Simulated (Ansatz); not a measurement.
The same molecule with X = C, Si, Ge. Ansatz, PBE0-D4/def2-TZVP geometries, multiplicity 1.

Scalar relativity is left out up to krypton.

| X | molecule | mean X–Cl bond length / Å | mean X–F bond length / Å | mean X–H bond length / Å | LUMO energy (PBE0/def2-TZVPP) / eV | size of the dipole moment (PBE/def2-TZVPP) / D | LUMO energy (PBE/def2-TZVPP) / eV |
| --- | --- | --- | --- | --- | --- | --- | --- |
| C | `FC(F)Cl` | 1.763 | 1.334 | 1.090 | 0.46 | 1.31 | -0.68 |
| Ge | `[F][GeH]([F])[Cl]` | 2.109 | 1.713 | 1.520 | -0.78 | 2.02 | -1.84 |

(1) Give the row for X = Si, `F[SiH](F)Cl`. (An estimate is asked.)

## Answers

(1) Ansatz gave: 
```csv
X,molecule,mean X–Cl bond length / Å,mean X–F bond length / Å,mean X–H bond length / Å,LUMO energy (PBE0/def2-TZVPP) / eV,size of the dipole moment (PBE/def2-TZVPP) / D,LUMO energy (PBE/def2-TZVPP) / eV
Si,`F[SiH](F)Cl`,2.018,1.577,1.465,0.59,1.08,-0.32
```

From C to Ge the mean X–Cl bond length rises at each step, by 0.346 Å in all; the mean X–F bond length rises at each step, by 0.379 Å in all; the mean X–H bond length rises at each step, by 0.430 Å in all; the LUMO energy (PBE0/def2-TZVPP) isn't monotonic: highest at Si, lowest at Ge; the LUMO energy (PBE/def2-TZVPP) isn't monotonic: highest at Si, lowest at Ge. Bonds lengthen as the atom grows down the group. Dipoles are sizes alone, and their direction can turn along the series.
